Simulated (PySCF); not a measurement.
**Bond curve of BeC**

Set-up: PySCF, no relativity, basis sets Be pcseg-2, C pcseg-2. Energies in eV from Be + C in their ground configurations at the same level. State: Ms = 1 determinant of mixed spin (⟨S²⟩ near 2.7), unpaired electrons π ↑↑.

All columns are PBE0. A positive dipole means Be(−)C(+).

```csv
R (Å),E (eV),μ (D),Mulliken charge on Be (basis-dependent),HOMO (eV),LUMO (eV),Mayer bond order,⟨S²⟩
1.436,-1.947,-0.62,-0.03,-5.95,-3.15,1.39,2.80
1.503,-2.300,-0.88,0.06,-6.09,-3.00,1.34,2.78
1.570,-2.498,-1.12,0.14,-6.22,-2.86,1.29,2.77
1.620,-2.569,-1.30,0.19,-6.33,-2.77,1.25,2.76
1.670,-2.589,-1.48,0.22,-6.43,-2.69,1.21,2.75
1.720,-2.567,-1.65,0.26,-6.53,-2.63,1.17,2.74
1.787,-2.491,-1.87,0.29,-6.66,-2.61,1.12,2.72
1.870,-2.342,-2.13,0.33,-6.82,-2.72,1.07,2.70
1.971,-2.115,-2.43,0.35,-6.84,-2.87,1.01,2.67
2.104,-1.781,-2.76,0.37,-6.65,-3.06,0.94,2.61
```

A fit through these points gives, at Re = 1.667 Å, μ = -1.46 D and dμ/dR = -3.45 D/Å; the reduced mass is 5.147 u.

Q: How strong is the fundamental in the double-harmonic approximation, I = 42.26·(dμ/dR)²/μred km/mol?

A: I = 42.26·(-3.45)²/5.147 = 97.7 km/mol at PBE0.

The state was picked by a PBE0 search and need not be the measured ground state.
